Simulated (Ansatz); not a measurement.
Job for Ansatz (a quantum-chemistry and plane-wave program): R-B3LYP/def2-TZVPPD on H5NSi (SMILES N[SiH3]). The basis file is the Basis Set Exchange's JSON of that set.

Ansatz 0.2 input:
```yaml
crystal:
  periodic: [false, false, false]
  atoms:
    - {symbol: N, position_ang: [1.00663741, -0.20101970, 0.28242343]}
    - {symbol: Si, position_ang: [-0.63990981, 0.15988060, -0.07801197]}
    - {symbol: H, position_ang: [1.74579815, 0.36702830, -0.10083797]}
    - {symbol: H, position_ang: [1.30581164, -1.15838963, 0.38174487]}
    - {symbol: H, position_ang: [-1.49019310, -0.62778416, 0.84407001]}
    - {symbol: H, position_ang: [-0.84440289, 1.61112869, 0.13574804]}
    - {symbol: H, position_ang: [-1.08374140, -0.15094409, -1.46513641]}
basis:
  gaussian:
    orbitals: def2-TZVPPD.json
hamiltonian:
  xc: {name: B3LYP}
scf: {lower_state_search: off}
```

Q: Predict the final total energy.

A: -347.3323 hartree.
